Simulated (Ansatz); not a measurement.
CH2BFOS can be A, `OB1SC1F`, or B, `OC1(F)BS1`.

Gas-phase electronic energies from Ansatz, PBE0-D4/def2-TZVP geometries. CCSD(T)/CBS is the MP2 limit (def2-TZVPP, def2-QZVPP) plus CCSD(T) − MP2 in def2-TZVPP, frozen cores. Functionals use def2-TZVPP. Each species was taken in one conformer, which may not be the lowest.

Q: Which isomer does CCSD(T)/CBS put lower? Give the gap. (Estimate.)

A: Ansatz gave: A, by 37.1 kcal/mol.

Q: Give E(B) − E(A) in kcal/mol with MP2/def2-TZVPP, HF/def2-TZVPP, CCSD(T)/def2-TZVPP, B2PLYP, LDA (SPW92), BLYP-D4, r2SCAN-D4. (Estimate.)

A: The calculation gave: MP2/def2-TZVPP 38.1, HF/def2-TZVPP 39.1, CCSD(T)/def2-TZVPP 37.0, B2PLYP 37.5, LDA (SPW92) 34.7, BLYP-D4 36.0, r2SCAN-D4 36.0. None reverses the order clearly.

Q: Does the order hold for the free energy at 298.15 K (harmonic terms from PBE0-D4)? (Estimate.)

A: Ansatz gave: Yes: G(B) − G(A) = +35.6 kcal/mol, for one conformer each.

Largest T1 diagnostic: 0.016.

Leaving LDA and LC-ωPBE aside and taking each functional with its dispersion term where it has one, the values, not all of them listed here, spread over 3.5 kcal/mol, from revPBE-D4 to BHLYP-D4. From BLYP to BHLYP (50 % exact exchange), in def2-TZVPP and without D4, E(B) − E(A) moves by +2.1 kcal/mol.
